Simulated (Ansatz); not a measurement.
Total energies of PbCl₄ from Ansatz at r2SCAN-D4/def2-TZVPD, gas phase (1 Eh = 27.2114 eV = 2625.5 kJ/mol). The reference geometry is relaxed at PBE-D4/def2-SVP.

```json
{"state": "charge 0 singlet", "geometry": "reference", "energy (Eh)": "-2033.82768"}
{"state": "charge -1 doublet", "geometry": "reference", "energy (Eh)": "-2033.96297"}
{"state": "free Pb atom (triplet)", "geometry": "–", "energy (Eh)": "-192.92631"}
{"state": "free Cl atom (doublet)", "geometry": "–", "energy (Eh)": "-460.11735"}
```

In the def2 sets Pb takes a core potential; there is no spin–orbit coupling.

Work out the vertical electron affinity, to the doublet.

E(charge 0 singlet) − E(charge -1 doublet) = -2033.82768 − (-2033.96297) = 0.13529 Eh = 3.68 eV.

What is the binding energy per atom against free atoms?

Atoms: 1 × (-192.92631) + 4 × (-460.11735) = -2033.39571 Eh. Binding: -2033.39571 − (-2033.82768) = 0.43197 Eh = 11.75 eV, or 2.35 eV for each of 5 atoms (no zero-point energy, no counterpoise term).
